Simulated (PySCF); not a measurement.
## From a computed spectrum to the compound

A species of 13 atoms with charge 3 has these harmonic modes (PBE, small Gaussian bases with core potentials, PySCF 2.14.0):

```tsv
cm⁻¹	km/mol	symmetry
16	3.4	
19	3.5	
31	2.6	
52	2.4	
55	0.0	
91	3.1	
93	3.1	
154	0.0	
171	0.6	
357	0.0	
362	11.1	
362	11.2	
365	14.3	
566	0.0	
567	4.4	
568	4.1	
583	31.7	
605	0.0	
610	557.5	
610	557.1	
620	499.5	
1624	136.8	
1624	136.8	
1624	161.4	
1626	0.0	
3499	590.8	
3499	583.9	
3499	666.4	
3516	0.3	
3543	4.4	
3543	461.9	
3544	469.4	
3545	415.9
```

(1) Which species is it, and in which structure?

Answers

(1) [Ce(H2O)4]3+ (singlet in the valence; each metal's 4f electrons, 1 of them, lie in its core potential, out of spins and levels):
```xyz
13

Ce    0.0000    0.0000    0.0000
O     1.4492    1.3977    1.3342
H     2.2574    1.1337    1.8475
H     1.3917    2.3762    1.4952
O    -1.4491   -1.3342    1.3977
H    -1.3919   -1.4951    2.3761
H    -2.2574   -1.8475    1.1337
O     1.4492   -1.3977   -1.3342
H     1.3917   -2.3762   -1.4952
H     2.2574   -1.1337   -1.8475
O    -1.4491    1.3342   -1.3977
H    -2.2574    1.8475   -1.1337
H    -1.3919    1.4951   -2.3761
```
Ideal gas at 298.15 K and 1 bar: S = 502.4 J/(mol K), Cp = 168.8 J/(mol K), H − H(0 K) = 35.7 kJ/mol (rigid rotor, harmonic modes, spin degeneracy alone, that of the 4f electrons in the core included; the modes under 60 cm⁻¹ make these uncertain). An lcecp potential fixes the number of 4f electrons, so in runs with it no electron can move into or out of that shell.
 This is one of several that fit.
